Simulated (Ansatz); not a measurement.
Reading a saddle point

A first-order saddle point of SiNH4Cl2F, closed shell, PBE0-D4/def2-TZVP, with one imaginary mode of 743i cm⁻¹:

Si1  (-0.442, 0.217, -0.609)
F2  (1.608, 0.773, -0.515)
Cl3  (0.055, -1.074, -2.099)
Cl4  (-2.444, -0.279, -0.237)
H5  (-0.573, 1.650, -0.867)
H6  (1.306, 0.214, 0.476)
N7  (0.298, -0.309, 0.968)
H8  (0.305, -1.315, 1.094)
H9  (-0.112, 0.123, 1.788)
(Å)

Ansatz 0.2.0; basis: def2-TZVPP and def2-QZVPP; cores frozen in the correlated methods. Extrapolation: Hartree–Fock as exp(−7.88 √X), correlation as X^−2.97.

**Question.** Which contacts change along the imaginary mode, and what lies on either side? (Judge from chemistry; the calculation decides.)

**Answer.** Computed: The step is SiHCl₂F ([F][SiH]([Cl])[Cl]) + NH₃ → SiNH₃Cl₂ ([NH2][SiH]([Cl])[Cl]) + HF, with the molecules in contact on both sides. Shortening one way: Si1–N7, F2–H6; lengthening the same way: Si1–F2, H6–N7.
```csv
pair,one side (Å),saddle (Å),other side (Å)
Si1–N7,2.06,1.82,1.73
F2–H6,2.58,1.18,0.95
Si1–F2,1.62,2.13,3.59
H6–N7,1.02,1.24,1.74
```

**Question.** Which side is lower, and how far does the saddle lie above each? (An estimate is asked for; the value comes from the calculation.)

**Answer.** The calculation gives: The side with Si1–F2, H6–N7 short is lower by 63.0 kJ/mol; the saddle lies 136.3 kJ/mol above it and 73.3 kJ/mol above the other (CCSD(T) at an estimated basis limit (MP2 extrapolated from triple and quadruple zeta, plus CCSD(T) − MP2 in triple zeta); electronic energies).

The T1 diagnostic stays at or below 0.011.

The step is the kind of exchange with an N–H group that builds nitride films in atomic layer and chemical vapour deposition.

Labels in which every atom is bracketed show which atoms are joined, not bond orders.

For scale, one of the runs: CCSD(T)/def2-TZVPP, 244 basis functions, launched by `ansatz run in.yaml --threads 8 --pin off --events-out ev --progress --plain --max-ram 19148MiB`. Time: 52 s of wall clock on 8 CPU threads of an Intel Xeon Platinum 8375C; the host was shared. Peak host memory: 4.7 GiB.
